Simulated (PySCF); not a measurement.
# Spin-orbit coupling and the fourth ionisation energy along the 5p block

Two-component X2C-1e calculated with PySCF 2.14: MP2 on generalised Hartree-Fock spinors (GMP2), with spin-orbit coupling off and on (screened by Boettger's factors); no Breit or QED terms. Values in eV; the references (NIST) lie between the lowest levels. Elements whose determinants are no pure J levels are left out.

| element | configurations | spin-free | with spin-orbit | shift | reference |
| --- | --- | --- | --- | --- | --- |
| In (x2c-QZVPPall-2c, [Ar] 3d10 frozen) | [Kr] 4d10 → [Kr] 4d9 | 56.116 | 55.733 | -0.383 | 55.45 ± 0.04 |
| Sn (x2c-QZVPPall-2c, [Ar] 3d10 frozen) | [Kr] 4d10 5s1 → [Kr] 4d10 | 40.776 | 40.777 | 0.002 | 40.74 ± 0.04 |
| Sb (x2c-QZVPPall-2c, [Ar] 3d10 frozen) | [Kr] 4d10 5s2 → [Kr] 4d10 5s1 | 43.782 | 43.784 | 0.002 | 43.804 ± 0.025 |
| Te (x2c-QZVPPall-2c, [Ar] 3d10 frozen) | [Kr] 4d10 5s2 5p1 → [Kr] 4d10 5s2 | 36.682 | 37.488 | 0.806 | 37.416 |

The largest shift is at Te, 0.806 eV, where spin-orbit coupling lowers the species with more electrons by more than the one with fewer (starting occupations 5p1/2^1 and closed).

What remains against the references is mostly the basis and correlation beyond MP2.
